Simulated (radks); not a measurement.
Question: Radial electron density D(r) = 4 pi r^2 rho(r) of an atom or ion with 4 electrons. Calculated with a radial shooting solver on a logarithmic mesh with Libxc functionals: Dirac Kohn-Sham, PBE, spin-unpolarised, spherical densities, point nucleus.

r (bohr),D(r) (e/bohr)
0.003444,1.663
0.003791,1.972
0.004173,2.334
0.004593,2.756
0.005056,3.249
0.005566,3.820
0.006127,4.479
0.006744,5.236
0.007423,6.102
0.008171,7.085
0.008995,8.194
0.009901,9.436
0.0109,10.81
0.012,12.33
0.01321,13.97
0.01454,15.73
0.016,17.59
0.01761,19.52
0.01939,21.46
0.02134,23.39
0.02349,25.21
0.02586,26.87
0.02846,28.27
0.03133,29.32
0.03449,29.94
0.03796,30.06
0.04179,29.60
0.046,28.54
0.05063,26.88
0.05574,24.70
0.06135,22.08
0.06753,19.19
0.07434,16.22
0.08183,13.39
0.09007,10.91
0.09915,8.962
0.1091,7.661
0.1201,7.044
0.1322,7.051
0.1456,7.530
0.1602,8.257
0.1764,8.972
0.1942,9.430
0.2137,9.452
0.2352,8.956
0.259,7.976
0.285,6.645
0.3138,5.154
0.3454,3.703
0.3802,2.450
0.4185,1.484
0.4606,0.8157
0.5071,0.4035
0.5582,0.1779
0.6144,0.06910
0.6763,0.02339
0.7444,0.006806
0.8195,0.001679

What is the nuclear charge?

Answer: Z = 26. The innermost maximum, from 1s, lies near gamma/Z bohr with gamma = sqrt(1 - (Z/c)^2) = 0.982, here 0.0378 bohr (found: 0.0368), and its height grows with Z. The density is that of the iron ion Fe22+ in [He] 2s2; the configuration itself is not fixed sharply by these data, and Z only to about a unit. D(r) has 2 maxima, at r = 0.0368, 0.205 bohr, and minima at 0.126 bohr, inside which lie 2.08 electrons.
